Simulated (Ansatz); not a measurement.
Ansatz (a quantum-chemistry and plane-wave program) input (B3LYP-D3(BJ)/def2-TZVP):

Ansatz 0.2 input:
```yaml
crystal:
  periodic: [false, false, false]
  atoms:
    - {symbol: Si, position_ang: [-0.69467786, 0.70320568, 1.12848620]}
    - {symbol: Br, position_ang: [0.68014446, -0.68320349, -0.44602368]}
    - {symbol: F, position_ang: [-1.56439622, 1.56302694, -0.02088642]}
basis:
  gaussian:
    orbitals: def2-TZVP
hamiltonian:
  xc: b3lyp
  dispersion: d3bj
total_charge: -1
magnetization: {spin_polarized: true, initial_magnetization: 1}
phonons: {temperatures: {t_min: 298.15, t_max: 298.15, t_step: 100}}
```

Output:

```
Functional definition: B3LYP
integrals: 0.04 GiB planned
830 factors; their error is unknown
mean field: 0.57 GiB planned
mean field evaluation 1: about -80644.9590 eV, gradient 1.9e1 eV
mean field evaluation 2: about -80643.7985 eV, gradient 2.9e1 eV
mean field evaluation 4: about -80646.1505 eV, gradient 1.1e0 eV
mean field evaluation 8: about -80646.5356 eV, gradient 6.5e-2 eV
mean field evaluation 16: about -80646.5356 eV, gradient 5.6e-5 eV
mean field -80646.53558921 eV, -2963.7055187184 hartree, gradient 5.6e-5 eV, S^2 0.756467; 0 other end points of the search recorded, 0 dependent functions left out
the calculation of the forces begins
reference -80646.53577797 eV, -2963.7055256552 hartree; 30, 29 occupied and 86, 87 virtual orbitals, 830 factors
these checks for a lower state are left out or cut short: stability, starts, cluster_reference, orbital_swaps, neighbouring_geometries, increment
integrals: 0.04 GiB planned
830 factors; their error is unknown
mean field: 0.57 GiB planned
mean field -80646.53553592 eV, -2963.7055167600 hartree, gradient 1.7e-6 eV, S^2 0.756469; 0 other end points of the search recorded, 0 dependent functions left out
the calculation of the forces begins
reference -80646.53572465 eV, -2963.7055236955 hartree; 30, 29 occupied and 86, 87 virtual orbitals, 830 factors
these checks for a lower state are left out or cut short: stability, starts, cluster_reference, orbital_swaps, neighbouring_geometries, increment
integrals: 0.04 GiB planned
830 factors; their error is unknown
mean field: 0.57 GiB planned
mean field evaluation 32: about -80646.5356 eV, gradient 1.7e-6 eV
mean field -80646.53556605 eV, -2963.7055178671 hartree, gradient 1.7e-6 eV, S^2 0.756465; 0 other end points of the search recorded, 0 dependent functions left out
the calculation of the forces begins
reference -80646.53575484 eV, -2963.7055248051 hartree; 30, 29 occupied and 86, 87 virtual orbitals, 830 factors
these checks for a lower state are left out or cut short: stability, starts, cluster_reference, orbital_swaps, neighbouring_geometries, increment
integrals: 0.04 GiB planned
830 factors; their error is unknown
mean field: 0.57 GiB planned
mean field -80646.53556994 eV, -2963.7055180101 hartree, gradient 1.8e-6 eV, S^2 0.756462; 0 other end points of the search recorded, 0 dependent functions left out
the calculation of the forces begins
reference -80646.53575870 eV, -2963.7055249469 hartree; 30, 29 occupied and 86, 87 virtual orbitals, 830 factors
these checks for a lower state are left out or cut short: stability, starts, cluster_reference, orbital_swaps, neighbouring_geometries, increment
integrals: 0.04 GiB planned
830 factors; their error is unknown
mean field: 0.57 GiB planned
mean field -80646.53556287 eV, -2963.7055177503 hartree, gradient 1.7e-6 eV, S^2 0.756472; 0 other end points of the search recorded, 0 dependent functions left out
the calculation of the forces begins
reference -80646.53575163 eV, -2963.7055246871 hartree; 30, 29 occupied and 86, 87 virtual orbitals, 830 factors
these checks for a lower state are left out or cut short: stability, starts, cluster_reference, orbital_swaps, neighbouring_geometries, increment
integrals: 0.04 GiB planned
830 factors; their error is unknown
mean field: 0.57 GiB planned
mean field -80646.53562217 eV, -2963.7055199297 hartree, gradient 1.7e-6 eV, S^2 0.756465; 0 other end points of the search recorded, 0 dependent functions left out
the calculation of the forces begins
reference -80646.53581094 eV, -2963.7055268666 hartree; 30, 29 occupied and 86, 87 virtual orbitals, 830 factors
these checks for a lower state are left out or cut short: stability, starts, cluster_reference, orbital_swaps, neighbouring_geometries, increment
integrals: 0.04 GiB planned
830 factors; their error is unknown
mean field: 0.57 GiB planned
mean field evaluation 64: about -80646.5355 eV, gradient 1.7e-6 eV
mean field -80646.53553772 eV, -2963.7055168261 hartree, gradient 1.7e-6 eV, S^2 0.756469; 0 other end points of the search recorded, 0 dependent functions left out
the calculation of the forces begins
reference -80646.53572647 eV, -2963.7055237626 hartree; 30, 29 occupied and 86, 87 virtual orbitals, 830 factors
these checks for a lower state are left out or cut short: stability, starts, cluster_reference, orbital_swaps, neighbouring_geometries, increment
integrals: 0.04 GiB planned
830 factors; their error is unknown
mean field: 0.57 GiB planned
mean field -80646.53557663 eV, -2963.7055182560 hartree, gradient 1.8e-6 eV, S^2 0.756470; 0 other end points of the search recorded, 0 dependent functions left out
the calculation of the forces begins
reference -80646.53576538 eV, -2963.7055251924 hartree; 30, 29 occupied and 86, 87 virtual orbitals, 830 factors
these checks for a lower state are left out or cut short: stability, starts, cluster_reference, orbital_swaps, neighbouring_geometries, increment
integrals: 0.04 GiB planned
830 factors; their error is unknown
mean field: 0.57 GiB planned
mean field -80646.53559509 eV, -2963.7055189345 hartree, gradient 1.8e-6 eV, S^2 0.756464; 0 other end points of the search recorded, 0 dependent functions left out
the calculation of the forces begins
reference -80646.53578386 eV, -2963.7055258716 hartree; 30, 29 occupied and 86, 87 virtual orbitals, 830 factors
these checks for a lower state are left out or cut short: stability, starts, cluster_reference, orbital_swaps, neighbouring_geometries, increment
integrals: 0.04 GiB planned
830 factors; their error is unknown
mean field: 0.57 GiB planned
mean field -80646.53552644 eV, -2963.7055164115 hartree, gradient 1.7e-6 eV, S^2 0.756467; 0 other end points of the search recorded, 0 dependent functions left out
the calculation of the forces begins
reference -80646.53571523 eV, -2963.7055233493 hartree; 30, 29 occupied and 86, 87 virtual orbitals, 830 factors
these checks for a lower state are left out or cut short: stability, starts, cluster_reference, orbital_swaps, neighbouring_geometries, increment
integrals: 0.04 GiB planned
830 factors; their error is unknown
mean field: 0.57 GiB planned
mean field evaluation 96: about -80646.5356 eV, gradient 1.7e-6 eV
mean field -80646.53558077 eV, -2963.7055184083 hartree, gradient 1.7e-6 eV, S^2 0.756468; 0 other end points of the search recorded, 0 dependent functions left out
the calculation of the forces begins
reference -80646.53576950 eV, -2963.7055253440 hartree; 30, 29 occupied and 86, 87 virtual orbitals, 830 factors
these checks for a lower state are left out or cut short: stability, starts, cluster_reference, orbital_swaps, neighbouring_geometries, increment
integrals: 0.04 GiB planned
830 factors; their error is unknown
mean field: 0.57 GiB planned
mean field -80646.53557880 eV, -2963.7055183358 hartree, gradient 1.7e-6 eV, S^2 0.756469; 0 other end points of the search recorded, 0 dependent functions left out
the calculation of the forces begins
reference -80646.53576757 eV, -2963.7055252729 hartree; 30, 29 occupied and 86, 87 virtual orbitals, 830 factors
these checks for a lower state are left out or cut short: stability, starts, cluster_reference, orbital_swaps, neighbouring_geometries, increment
integrals: 0.04 GiB planned
830 factors; their error is unknown
mean field: 0.57 GiB planned
mean field -80646.53556742 eV, -2963.7055179174 hartree, gradient 1.7e-6 eV, S^2 0.756465; 0 other end points of the search recorded, 0 dependent functions left out
the calculation of the forces begins
reference -80646.53575617 eV, -2963.7055248538 hartree; 30, 29 occupied and 86, 87 virtual orbitals, 830 factors
Total energy: -80646.65585322 eV, -2963.7099383392 hartree
Atom 0 at    -0.694678     0.703206     1.128486 Å, force    -0.001164     0.001147    -0.001992 eV/Å
Atom 1 at     0.680144    -0.683203    -0.446024 Å, force     0.000632    -0.000631     0.000056 eV/Å
Atom 2 at    -1.564396     1.563027    -0.020886 Å, force     0.000532    -0.000516     0.001936 eV/Å
Dipole moment:     0.226162    -0.227971    -0.246865 e Å
Vibrations: 155.43 275.05 698.92 cm⁻¹, zero-point energy 0.070013 eV
```
